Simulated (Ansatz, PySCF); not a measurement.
C3H4O2Si, SMILES O=C1O[SiH2]C=C1. Atoms are numbered in the order given.

```xyz
10

O     -0.3743    -2.2788     0.0000
C     -0.1181    -1.1120     0.0000
C      1.2624    -0.5230     0.0000
C      1.3418     0.8168     0.0000
Si    -0.4225     1.4286     0.0000
O     -1.0719    -0.1449     0.0000
H      2.1049    -1.2202     0.0000
H      2.2932     1.3533     0.0000
H     -0.8439     2.1639    -1.2215
H     -0.8439     2.1639     1.2215
```
Charge 0, spin multiplicity 1.

Geometry optimised at PBE0-D3(BJ)/def2-SVP. This is a generated structure with no PubChem entry under its InChIKey; it may be hypothetical.

Two levels are set side by side: PBE-D3(BJ)/def2-SVP (Ansatz, a first-principles code) and PBE0-D3(BJ)/def2-SVP (Ansatz). Each level has its own optimised geometry; the coordinates shown are those of the second. Frequencies come from the Hessian of PySCF at each geometry. Differences are taken from unrounded values.

```tsv
quantity	PBE0-D3(BJ)
mean bond length (Å)	1.412
bond O1–C2 (Å)	1.195
bond C2–C3 (Å)	1.501
bond C2–O6 (Å)	1.358
bond C3–C4 (Å)	1.342
bond C4–Si5 (Å)	1.867
bond Si5–O6 (Å)	1.702
bond C3–H7 (Å)	1.094
bond C4–H8 (Å)	1.092
bond Si5–H9 (Å)	1.487
bond Si5–H10 (Å)	1.487
highest harmonic wavenumber (cm⁻¹)	3240
mean harmonic wavenumber (cm⁻¹)	1182
zero-point energy (kcal/mol)	40.55
```

Q: What does PBE-D3(BJ) give, and how far is it from PBE0-D3(BJ)? (Estimate from the structure and the level; the computed values follow.)

A: 
| quantity | PBE-D3(BJ) | PBE-D3(BJ) minus PBE0-D3(BJ) |
|---|---|---|
| mean bond length (Å) | 1.424 | 0.012 |
| bond O1–C2 (Å) | 1.208 | 0.014 |
| bond C2–C3 (Å) | 1.507 | 0.006 |
| bond C2–O6 (Å) | 1.380 | 0.022 |
| bond C3–C4 (Å) | 1.353 | 0.011 |
| bond C4–Si5 (Å) | 1.877 | 0.009 |
| bond Si5–O6 (Å) | 1.720 | 0.017 |
| bond C3–H7 (Å) | 1.102 | 0.008 |
| bond C4–H8 (Å) | 1.100 | 0.008 |
| bond Si5–H9 (Å) | 1.499 | 0.012 |
| bond Si5–H10 (Å) | 1.499 | 0.012 |
| highest harmonic wavenumber (cm⁻¹) | 3147 | -94 |
| mean harmonic wavenumber (cm⁻¹) | 1135 | -47 |
| zero-point energy (kcal/mol) | 38.93 | -1.62 |

GGA bonds tend to be longer and softer than those of functionals with exact exchange. Differences between two approximate levels are no errors against the true value.
